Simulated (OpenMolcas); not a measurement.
**How methods differ on CH7BSi2 (SMILES CB1[SiH2][SiH2]1)**

CH7BSi2: 11 atoms, total charge 0, spin state singlet. As SMILES, `CB1[SiH2][SiH2]1`. The coordinates come from a PBE0-D4/def2-TZVP relaxation.

Each level gives the HOMO–LUMO gap (eV). The values are calculated.

| level | kind | program | value (eV) |
| --- | --- | --- | --- |
| HF/6-31G* (spherical functions) | Hartree–Fock | OpenMolcas | 9.99 |
| SVWN5/6-31G* (spherical functions) | LDA | OpenMolcas | 3.34 |
| BLYP/6-31G* (spherical functions) | GGA | OpenMolcas | 3.39 |
| revPBE/6-31G* (spherical functions) | GGA | OpenMolcas | 3.39 |
| M06-L/6-31G* (spherical functions) | meta-GGA | OpenMolcas | 3.71 |
| B3LYP/6-31G* (spherical functions) | global hybrid | OpenMolcas | 4.75 |
| M06-2X/6-31G* (spherical functions) | hybrid meta-GGA | OpenMolcas | 6.70 |
| B2PLYP/6-31G* (spherical functions) | double hybrid | OpenMolcas | 7.00 |

The values span 3.34 to 9.99 eV. Orbital gaps aren't excitation energies, and those of double hybrids come from the SCF part alone; they tend to grow with the share of exact exchange.
